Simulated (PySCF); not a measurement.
Geometry (Å), atoms numbered from 1 in this order:
```xyz
18

C    -1.682    0.912    0.824
C    -1.785    0.033   -0.163
C    -3.044   -0.679   -0.547
O    -0.751   -0.323   -1.003
C     0.523   -0.145   -0.587
C     1.496   -0.046   -1.485
O     2.868    0.054   -1.229
C     3.293    0.088    0.016
F     4.615    0.203    0.022
F     2.996   -1.013    0.732
F     2.810    1.118    0.738
H    -0.772    1.440    1.047
H    -2.532    1.140    1.439
H    -3.234   -0.536   -1.608
H    -3.885   -0.305    0.026
H    -2.935   -1.748   -0.370
H     0.682   -0.131    0.485
H     1.327   -0.056   -2.547
```

[PySCF 2.14: σ from GIAO-PBE0/pcSseg-1; coordinates at the GFN2-xTB level; gas phase; a single conformation; averaged over atoms made equivalent by symmetry, fast rotation or ring inversion; relativity neglected]

Referencing at the same level of theory: TMS for 13C (σref 186.93) and 1H (σref 31.72); H2O for 17O (σref 336.08); 19F (σref 170.95) vs CFCl3.

| atoms | nucleus | count | Hirshfeld charge | δ (ppm) |
| --- | --- | --- | --- | --- |
| H14/H15/H16 | 1H | 3 | 0.05 | 1.99 |
| C8 | 13C | 1 | 0.32 | ? |
| H13 | 1H | 1 | 0.05 | 4.39 |
| O7 | 17O | 1 | -0.11 | 135.8 |
| C6 | 13C | 1 | -0.01 | 136.1 |
| O4 | 17O | 1 | -0.08 | 173.7 |
| C5 | 13C | 1 | 0.00 | ? |
| H12 | 1H | 1 | 0.04 | ? |
| F9/F10/F11 | 19F | 3 | -0.10 | -74.7 |
| H18 | 1H | 1 | 0.07 | ? |
| C1 | 13C | 1 | -0.15 | 92.0 |
| C2 | 13C | 1 | 0.09 | 168.3 |
| H17 | 1H | 1 | 0.04 | 7.12 |
| C3 | 13C | 1 | -0.12 | 23.4 |

Complete the table.

## Answers


- C5: 142.4 ppm, alkene carbon bearing oxygen; an sp2 carbon further deshielded by the attached heteroatom
- C8: 129.9 ppm, CF3 carbon; 4 electronegative neighbours deshield it
- H18: 6.73 ppm, hydrogen on an alkene carbon bearing oxygen; olefinic region
- H12: 4.30 ppm, hydrogen on a β carbon of an enol-ether or enamine type C=C; lone-pair donation from O or N shields it, upfield of ordinary alkene protons

Shifts are as computed. Against solution values, carbons near 30 ppm lie about +3 ppm off and those near 130 ppm about +5 ppm. Of 1211 compounds with measured shifts, 218 miss one by over three times the rms of a fit or turn the order of signals round; such compounds aren't used in these exercises. Unscaled 19F shifts against computed CFCl3 carry errors that often reach 10 to 50 ppm. Experimental scales use liquid or dissolved standards, which lie at an offset from isolated H2O (liquid H2O: subtract about 36 ppm).
